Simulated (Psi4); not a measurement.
CrFO2, charge +1, singlet, geometry from GFN2-xTB (such geometries of metal compounds can be far from the true shape) (the multiplicity is a formal guess), atoms displaced at random by about 0.002 Å a coordinate; CAM-B3LYP/STO-3G in Psi4.

Input for Psi4:
```
memory 2 GB

molecule {
1 1
  Cr    0.12287611    0.18882077    0.16513358
  O     1.29819563   -0.48263324   -0.57988029
  O    -0.53384826   -0.80655159    1.15007919
  F    -1.00421752    0.63956740   -0.94381825
}

set basis sto-3g

energy('cam-b3lyp')
print_variables()
```

Output, abridged:

```
   => Loading Basis Set <=

    Name: STO-3G
    Role: ORBITAL
    Keyword: BASIS

         ---------------------------------------------------------
                                   SCF
               by Justin Turney, Rob Parrish, Andy Simmonett
                          and Daniel G. A. Smith
                              RKS Reference
         ---------------------------------------------------------

  ==> Geometry <==

    Molecular point group: c1
    Full point group: C1

    Geometry (in Angstrom), charge = 1, multiplicity = 1:

       Center              X                  Y                   Z               Mass
    ------------   -----------------  -----------------  -----------------  -----------------
         CR           0.127448312424     0.175823385318     0.167403452987    51.940506230000
         O            1.302767832424    -0.495630624682    -0.577610417013    15.994914619570
         O           -0.529276057576    -0.819548974682     1.152349062987    15.994914619570
         F           -0.999645317576     0.626570015318    -0.941548377013    18.998403162730

  Running in c1 symmetry.

  Rotational constants: A =      0.28609  B =      0.24627  C =      0.14950 [cm^-1]
  Rotational constants: A =   8576.91057  B =   7383.12800  C =   4481.91713 [MHz]
  Nuclear repulsion =  243.750803683414574

  Charge       = 1
  Multiplicity = 1
  Electrons    = 48
  Nalpha       = 24
  Nbeta        = 24

  ==> Algorithm <==

  SCF Algorithm Type is DF.
  DIIS enabled.
  MOM disabled.
  Fractional occupation disabled.
  Guess Type is SAD.
  Energy threshold   = 1.00e-06
  Density threshold  = 1.00e-06
  Integral threshold = 1.00e-12

  ==> Primary Basis <==

  Basis Set: STO-3G
    Blend: STO-3G
    Number of shells: 17
    Number of basis functions: 33
    Number of Cartesian functions: 34
    Spherical Harmonics?: true
    Max angular momentum: 2

  ==> DFT Potential <==

   => LibXC <=

    Version 7.1.2
    S. Lehtola, C. Steigemann, M. J. T. Oliveira, and M. A. L. Marques,  SoftwareX 7, 1–5 (2018) (10.1016/j.softx.2017.11.002)

   => Composite Functional: CAM-B3LYP <=

    CAM-B3LYP Hyb-GGA Exchange-Correlation Functional

    T. Yanai, D. P. Tew, and N. C. Handy,  Chem. Phys. Lett. 393, 51 (2004) (10.1016/j.cplett.2004.06.011)

    Deriv               =              1
    GGA                 =           TRUE
    Meta                =          FALSE

    Exchange Hybrid     =           TRUE
    MP2 Hybrid          =          FALSE

[...]
   @DF-RKS iter   9: -1280.04503853442770   -5.63740e-03   1.09846e-03 ADIIS/DIIS
   @DF-RKS iter  10: -1280.04551210268164   -4.73568e-04   4.29494e-05 DIIS
   @DF-RKS iter  11: -1280.04551335284987   -1.25017e-06   7.36192e-06 DIIS
   @DF-RKS iter  12: -1280.04551365769839   -3.04849e-07   6.46705e-06 DIIS
   @DF-RKS iter  13: -1280.04551373684012   -7.91417e-08   2.35253e-06 DIIS
   @DF-RKS iter  14: -1280.04551374772859   -1.08885e-08   3.61568e-07 DIIS
  Energy and wave function converged.

  ==> Post-Iterations <==

   Electrons on quadrature grid:
      Ntotal   =   48.0000097576 ; deviation = 9.758e-06

    Orbital Energies [Eh]
    ---------------------

    Doubly Occupied:

[...]
    Virtual:

[...]
    Final Occupation by Irrep:
              A
    DOCC [    24 ]
    NA   [    24 ]
    NB   [    24 ]

  @DF-RKS Final Energy: -1280.04551374772859

   => Energetics <=

    Nuclear Repulsion Energy =            243.7508036834145742
    One-Electron Energy =               -2230.4696384275271157
    Two-Electron Energy =                 764.2448187651176568
    DFT Exchange-Correlation Energy =     -57.5714977687336145
    Empirical Dispersion Energy =           0.0000000000000000
    VV10 Nonlocal Energy =                  0.0000000000000000
    Total Energy =                      -1280.0455137477285916

Computation Completed

Properties will be evaluated at   0.000000,   0.000000,   0.000000 [a0]

Properties computed using the SCF density matrix

 Multipole Moments:

 ------------------------------------------------------------------------------------
     Multipole            Electronic (a.u.)      Nuclear  (a.u.)        Total (a.u.)
 ------------------------------------------------------------------------------------

 L = 1.  Multiply by 2.5417464519 to convert [e a0] to [Debye]
 Dipole X            :         -0.0832656            0.4722158            0.3889502
 Dipole Y            :          2.4397670           -1.2520294            1.1877377
 Dipole Z            :          0.3633710            0.2676923            0.6310633
 Magnitude           :                                                    1.4000871

 ------------------------------------------------------------------------------------

  Variable Map:
  ----------------------------------------------------------------------------
[...]
  Array Variable Map:
  ----------------------------------------------------------------------------
[...]
[...]
```
